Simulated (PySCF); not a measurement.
A calculated (UHF, PySCF 2.14, x2c-TZVPPall with one added diffuse shell each of s, p, d, f type, the spin-free X2C one-electron Hamiltonian (Gaussian nucleus)) atom or ion has these occupied shells.

```tsv
shell	electrons	orbital energy (eV)	rms radius, mean of both spins (bohr)
1s α	1	-78834.0	0.0194
1s β	1	-78834.0	0.0194
2s α	1	-14008.6	0.0782
2s β	1	-14008.4	0.0782
2p α	3	-12188.6	0.0716
2p β	3	-12188.3	0.0716
3s α	1	-3368.3	0.199
3s β	1	-3368.2	0.199
3p α	3	-2827.2	0.202
3p β	3	-2827.1	0.202
3d α	5	-2214.7	0.185
3d β	5	-2214.4	0.185
4s α	1	-770.41	0.441
4s β	1	-770.06	0.441
4p α	3	-589.15	0.469
4p β	3	-588.78	0.469
4d α	5	-359.87	0.503
4d β	5	-359.33	0.503
5s α	1	-134.61	1.02
5s β	1	-131.79	1.02
4f α	7	-105.00	0.565
4f β	7	-104.65	0.565
5p α	3	-84.916	1.18
5p β	3	-80.873	1.18
5d α	5	-25.005	1.69
5d β	3	-23.222	1.69
6p α	1	-10.483	3.91
```

Q: Name the element and its charge.

A: Pt⁺ (platinum, charge +1), in [Xe] 4f14 5d8 6p1, one real determinant (an excited configuration).
